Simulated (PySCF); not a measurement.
# Mayer bond orders and bond lengths

Compound: [(OH)3Si]2NH.
Z-matrix (Å and degrees, PBE0-D3(BJ)/def2-SVP geometry), rows numbered from 1:
```
Si
O   1  1.6511
O   1  1.6415  2  116.29
O   1  1.6559  2  104.42  3   118.79
N   1  1.7343  2  105.27  3  -119.69
Si  5  1.7085  1  130.97  2   126.36
O   6  1.6539  5  110.69  1  -140.63
O   6  1.6688  5  104.57  1   -16.99
O   6  1.6503  5  117.71  1    99.55
H   2  0.9618  1  114.09  3   -84.24
H   3  0.9733  1  112.85  2  -100.59
H   4  0.9612  1  114.70  2  -158.56
H   5  1.0172  1  114.15  2   -50.25
H   7  0.9615  6  116.13  5    46.35
H   8  0.9630  6  113.88  5   151.52
H   9  0.9609  6  115.93  5   103.35
```

Bond orders from the PBE0/pcSseg-1 density (PySCF). The structure is a single PBE0-D3(BJ)/def2-SVP conformer in the gas phase; no vibrational or solvent corrections.

Question: Give the Mayer order of every bond, beside its length.

Answer: 
```tsv
bond	length (Å)	Mayer order
Si1–O2	1.651	1.057
Si1–O3	1.642	1.066
Si1–O4	1.656	1.057
Si1–N5	1.734	0.902
O2–H10	0.962	0.929
O3–H11	0.973	0.891
O4–H12	0.961	0.931
N5–Si6	1.708	1.003
N5–H13	1.017	0.912
Si6–O7	1.654	1.050
Si6–O8	1.669	0.940
Si6–O9	1.650	1.055
O7–H14	0.961	0.929
O8–H15	0.963	0.922
O9–H16	0.961	0.927
```

Bonds between the same two heavy elements. O–Si: lowest Si6–O8 (0.940, 1.669 Å), highest Si1–O3 (1.066, 1.642 Å). N–Si: lowest Si1–N5 (0.902, 1.734 Å), highest N5–Si6 (1.003, 1.708 Å).

Question: Sum the orders of all bonds at each heavy atom with more than one neighbour.

Answer: Si1 4.082, O2 1.986, O3 1.957, O4 1.988, N5 2.817, Si6 4.048, O7 1.979, O8 1.862, O9 1.982. Orders between atoms that aren't bonded are not in these sums.

The Mayer order sums products of elements of PS (density times overlap matrix) between the two atoms' basis functions, so it depends on the basis set.

The run behind these numbers computed NMR shieldings as well. On an Intel Xeon at 2.70 GHz with one thread (shared host), this took 61 s wall (grids of density and orbitals included) and 1.2 GiB of memory at its peak.
